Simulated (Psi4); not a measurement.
Interaction energy of C3H8 ··· H4OSi (SMILES CCC and O[SiH3]). Monomers: optimised at B3LYP-D3(BJ) (def2-TZVP), held rigid. Orientation: lowest of the rigid-body minima from ten starts at GFN2-xTB. Only R, the distance of the centres of mass, is varied, so the lowest point isn't the relaxed dimer.

Calculation: SAPT0/jun-cc-pVDZ, frozen core in Psi4.

Components in kJ/mol:

| R / Å | electrostatics | exchange | induction | dispersion | total |
|---|---|---|---|---|---|
| 3.48 | -23.93 | 78.33 | -13.92 | -24.09 | 16.38 |
| 3.65 | -14.92 | 47.24 | -8.83 | -17.91 | 5.58 |
| 3.93 | -7.07 | 20.27 | -4.32 | -11.19 | -2.31 |
| 4.09 | -4.76 | 12.41 | -2.95 | -8.63 | -3.93 |
| 4.30 | -2.96 | 6.47 | -1.85 | -6.21 | -4.54 |
| 4.52 | -1.91 | 3.25 | -1.17 | -4.45 | -4.28 |
| 4.83 | -1.12 | 1.22 | -0.66 | -2.85 | -3.41 |
| 5.10 | -0.76 | 0.51 | -0.42 | -1.98 | -2.64 |
| 5.56 | -0.44 | 0.11 | -0.21 | -1.11 | -1.65 |
| 6.27 | -0.22 | 0.01 | -0.09 | -0.51 | -0.80 |
| 7.30 | -0.09 | 0.00 | -0.03 | -0.19 | -0.31 |
| 8.60 | -0.04 | 0.00 | -0.01 | -0.07 | -0.12 |
